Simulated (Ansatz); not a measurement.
A set of 12 reactions (atomization), with CCSD(T)/CBS values in kJ/mol:

| reaction | ΔE |
| --- | --- |
| `COB(F)[CH2][AlH2]` → Al• + B• + 2 C• + F• + 7 H• + O• | 4980.9 |
| `C#C[SiH2][Te]C` → 3 C• + 6 H• + Si• + Te• | 4043.0 |
| `C=N[SiH](O)F` → C• + F• + 4 H• + N• + O• + Si• | 3625.3 |
| `N=[CH][Al]([SH])[Cl]` → Al• + C• + Cl• + 3 H• + N• + S• | 2798.8 |
| `[O]1[SiH2][GaH]1` → Ga• + 3 H• + O• + Si• | 1736.3 |
| `C[SiH2][Se]C=O` → 2 C• + 6 H• + O• + Se• + Si• | 3999.7 |
| `Cl[SiH2]OC1CO1` → 2 C• + Cl• + 5 H• + 2 O• + Si• | 4213.6 |
| `O[SiH2][GeH2][SH]` → Ge• + 6 H• + O• + S• + Si• | 3058.7 |
| `C[O][Mg][Cl]` → C• + Cl• + 3 H• + Mg (atom) + O• | 2419.3 |
| `OC1=N[SiH2]S1` → C• + 3 H• + N• + O• + S• + Si• | 3012.2 |
| `C=N/C([SiH3])=C\F` → 3 C• + F• + 6 H• + N• + Si• | 4589.3 |
| `B[CH2][GaH2]` → B• + C• + Ga• + 6 H• | 2845.4 |

Program: Ansatz. Geometries: PBE0-D4/def2-TZVP. ΔE: electronic, gas phase. CBS: MP2 limit from def2 TZ/QZ plus the TZ coupled-cluster correction, frozen cores. This one scheme is used for every species, atoms too. DFT in def2-TZVPP. B3LYP here is the variant with VWN-RPA as its local correlation; programs differ in this. Open shells (•) are unrestricted, without spin–orbit coupling. Spin–orbit coupling would lower the free atoms: a little for Al, B, C, Cl, F, O, S, Si; clearly for Ga, Ge, Se; strongly for Te. def2 core potentials past Kr. Bonds to Ga, Ge, Mg, Se, Te are less sure, by a few kJ/mol each and by 10 to 20 or more in all where they break to atoms, as the def2 sets lack core-valence functions. Scalar relativity is left out up to krypton. Each species was taken in one conformer, which may not be the lowest.

Q: Give the mean, mean absolute and largest difference (level minus CCSD(T)/CBS, kJ/mol) for: PBE-D4, B3LYP-D4, ωB97X-V, PBE, r2SCAN, PBE0, B3LYP, SCS-MP2/def2-TZVPP, CCSD(T)/def2-TZVPP, HF/def2-QZVPP, MP2/def2-QZVPP, SCS-MP2/def2-QZVPP, HF/CBS(def2), MP2/CBS(def2). (An estimate is asked.)

A: Ansatz gave: 
```
             level    mean  mean absolute  largest
            PBE-D4    61.8           66.7    154.6
          B3LYP-D4   -13.7           18.4    -38.5
           ωB97X-V     8.3           13.8     30.9
               PBE    41.1           52.6    128.2
            r2SCAN     3.7           14.1     24.3
              PBE0   -27.0           29.5    -78.4
             B3LYP   -47.2           47.2    -76.0
SCS-MP2/def2-TZVPP   -51.4           51.4    -73.2
CCSD(T)/def2-TZVPP   -99.3           99.3   -127.5
     HF/def2-QZVPP  -979.1          979.1  -1340.8
    MP2/def2-QZVPP    28.6           34.1     67.2
SCS-MP2/def2-QZVPP    14.8           16.3     36.6
      HF/CBS(def2)  -978.1          978.1  -1339.6
     MP2/CBS(def2)    68.8           68.8    117.5
```

The largest T1 diagnostic in the set is 0.018, for Al• (customary mark 0.045).

CCSD(T)/CBS is a level of theory with its own doubt, and the functionals carry their triple-zeta basis error, so these figures describe this set and don't rank the functionals.
